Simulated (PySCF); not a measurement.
**Kr: ionisation energy**

Kr [Kr] (1S) → Kr+ [Ar] 3d10 4s2 4p5 (2P), as a difference of total energies. All numbers are calculated (PySCF 2.14, scalar relativity by spin-free X2C-1e, in Sapporo-DKH3-DZP-2012). Correlated levels: valence: [Ar] 3d10 frozen. The calculations carry no spin-orbit coupling.

| method | ionisation energy (eV) | error (eV) |
| --- | --- | --- |
| UHF | 13.118 | -1.104 |
| PBE0 | 14.127 | -0.095 |
| LDA | 14.369 | +0.147 |
| MP2 (valence) | 13.878 | -0.344 |
| SCS-MP2 (valence) | 13.791 | -0.431 |
| CCSD (valence) | 13.750 | -0.472 |
| CCSD(T) (valence) | 13.760 | -0.462 |

Reference: 14.222 eV (measured; NIST levels, between the centres of gravity of the two terms).

Errors of the correlated levels include the incompleteness of this basis and the frozen core.
